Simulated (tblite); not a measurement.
F6Sb, charge -1, singlet, geometry from GFN2-xTB; tblite 0.6.0 with GFN1-xTB.

tblite was given this input:
```
$ tblite run mol.xyz --method gfn1 --charge -1 --spin 0 --guess eeq --json tblite.json --no-restart

# file mol.xyz
7

F     -0.44409035    -1.33755003    -1.30118803
Sb     0.00000000    -0.00000000    -0.00000000
F      1.86128177    -0.22198035    -0.40706450
F      0.13326868    -1.35684607     1.34927937
F     -0.13326868     1.35684607    -1.34927937
F      0.44409035     1.33755003     1.30118803
F     -1.86128177     0.22198035     0.40706450
```

It wrote (shortened):

```
xTB calculator
 | screened Coulomb repulsion
 | Coulomb electrostatics
 |  * isotropic Klopman-Ohno-Mataga-Nishimoto electrostatics
 |  * onsite third-order electrostatics
 | DFT-D3(BJ) dispersion correction

halogen bonding energy    0.0000000000000E+00 Eh
repulsion energy          1.1504377065386E-02 Eh
dispersion energy        -1.9231910433027E-03 Eh
number of electrons       4.8000000000000E+01 e
integral cutoff           4.0000000000000E+01 bohr

------------------------------------------------------------
  cycle        total energy    energy error   density error
------------------------------------------------------------
      1     -33.73420032898  -3.3743782E+01   3.9392891E-01
      2     -33.73420199861  -1.6696285E-06   2.3609191E-01
      3     -33.73420246543  -4.6682238E-07   4.2632639E-04
      4     -33.73420249450  -2.9068275E-08   1.6184380E-04
      5     -33.73420249449   9.8481223E-12   6.2795834E-05
      6     -33.73420249462  -1.2893508E-10   1.1299146E-07
------------------------------------------------------------

electronic energy        -3.3743783680640E+01 Eh
total energy             -3.3734202494618E+01 Eh

Post processing:
 | Mayer-Wiberg bond orders

[Info] JSON dump of results written to 'tblite.json'
```
